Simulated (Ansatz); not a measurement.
A nudged elastic band was laid between two geometries of AlFH3NTe (7 atoms, charge 0, multiplicity 1).

Computed with RKS PBE0/def2-SVP (Ansatz 0.2.0).

```
movable images  : 5
climbing image  : yes
spring          : 5.0 eV/Å²
optimiser       : quadratic models (default)
start path      : through a guess of the saddle point
force threshold : 0.05 eV/Å
iteration limit : 57
end points      : relaxed
```

Image 0:

```xyz
7
Properties=species:S:1:pos:R:3
N -0.742 0.875 1.039
Al 0.352 -0.035 0.003
F 1.987 0.036 0.314
Te -0.463 -1.437 -1.928
H -0.434 1.447 1.818
H -1.751 0.909 0.956
H 1.113 -1.864 -2.249
```

Image 6:

```xyz
7
Properties=species:S:1:pos:R:3
N -0.644 0.700 0.829
Al 0.788 -0.009 0.093
F 2.280 0.347 0.743
Te 0.759 -1.548 -1.903
H -0.618 1.319 1.633
H -1.600 0.559 0.524
H -0.903 -1.436 -1.964
```

Q: What changes between the two ends?

A: No bond is made or broken. The height of N1 over the plane of its neighbours goes from 0.00 to 0.00 Å.

Q: Give the energies along the band, and the barrier.

A: The forces met the threshold. The highest image is number 3 of 0 to 6, 0.125 eV above the first end and 0.128 eV above the last; the last end lies 0.003 eV below the first. A vibrational analysis at the climbing image gives one clearly imaginary mode, 160i cm⁻¹: a first-order saddle point.

| image | path coordinate (Å) | energy (eV) | height of N1 over the plane of its neighbours (Å) |
| --- | --- | --- | --- |
| 0 | 0.00 | 0.000 | 0.00 |
| 1 | 0.63 | 0.025 | 0.02 |
| 2 | 1.25 | 0.086 | 0.02 |
| 3 | 1.88 | 0.125 | 0.01 |
| 4 | 2.48 | 0.096 | -0.01 |
| 5 | 3.09 | 0.027 | -0.02 |
| 6 | 3.70 | -0.003 | 0.00 |

Q: What is the geometry of the highest image?

A: 
```xyz
7
Properties=species:S:1:pos:R:3:forces:R:3
N -0.678 0.839 0.885 0.02 0.00 0.00
Al 0.548 -0.233 0.224 -0.01 -0.02 -0.02
F 2.110 -0.006 0.754 0.03 0.01 0.01
Te -0.017 -2.075 -1.433 -0.01 0.01 -0.01
H -0.498 1.590 1.542 0.00 0.00 0.01
H -1.661 0.800 0.645 -0.03 0.00 -0.01
H 0.257 -0.983 -2.663 0.01 0.00 0.01
```

Q: What are the harmonic wavenumbers there?

A: 160i, 133, 180, 204, 316, 397, 429, 496, 653, 801, 922, 1516, 2131, 3620, 3720 cm⁻¹.

The band took 8 iterations and about 2.6 core-minutes.

The run took 2.6 min on 1 CPU thread of a shared host.
